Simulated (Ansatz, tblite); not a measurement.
Adding an electron: AlSi3⁺. The state is a singlet with charge 1. Geometry: PBE0-D4/def2-TZVP. Ansatz, gas phase; energy differences of separate SCF runs; the reduced species was run as a doublet alone.

```xyz
4

Al   -1.312   -1.357   -0.106
Si    0.815   -0.624   -1.005
Si    1.226    1.268    0.099
Si   -0.729    0.712    1.012
```

The xTB rows come from tblite. The structure comes from a short search, and lower isomers may exist.

```tsv
level	−HOMO (eV)	−LUMO (eV)	vertical EA (eV)	HOMO–LUMO gap (eV)
GFN1-xTB	13.77	12.60	10.43	1.17
GFN2-xTB	12.36	11.88	8.88	0.47
PBE-D4/def2-TZVP	10.86	9.08	6.71	1.78
r2SCAN-D4/def2-TZVP	11.05	9.09	6.86	1.96
PBE0-D4/def2-TZVP	11.65	8.53	6.90	3.11
```

 Raw xTB energy differences between charge states are shifted by several eV; the methods need an empirical correction for them.
